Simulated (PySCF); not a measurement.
W⁺ (tungsten, charge +1) across methods

[Xe] 4f14 5d4 6p1, one real determinant (an excited configuration). Calculation: PySCF 2.14, in def2-QZVPPD with the def2 core potential (60 electrons); scalar relativity through the core potential.

```tsv
method	E (hartree)	mean ε 5p β (eV)	mean ε 5d α (eV)	mean ε 6p α (eV)	Σ⟨r²⟩ (bohr²)	⟨S²⟩
PBE	-66.4697	-49.324	-13.987	-8.181	47.46	8.751
MN15	-66.3427	-52.204	-15.868	-9.075	47.49	8.751
LDA	-66.2777	-49.332	-14.041	-8.276	47.50	8.750
M06-L	-66.4589	-49.771	-13.805	-7.933	46.92	8.751
r2SCAN	-66.4792	-50.000	-14.293	-8.252	47.20	8.752
PBE0	-66.4392	-51.522	-15.401	-8.691	47.52	8.751
UHF	-65.91094	-56.983	-19.077	-9.812	48.73	8.754
PBEsol	-66.3505	-49.221	-13.964	-8.188	47.36	8.751
BHandHLYP	-66.3345	-53.682	-16.530	-8.936	47.85	8.751
```

⟨L²⟩ = 8.01 against 12 for a pure F term, so this real determinant mixes terms. Energies and moments cover only the electrons outside the core potential. Spin-orbit coupling, absent here, splits the open shell strongly.
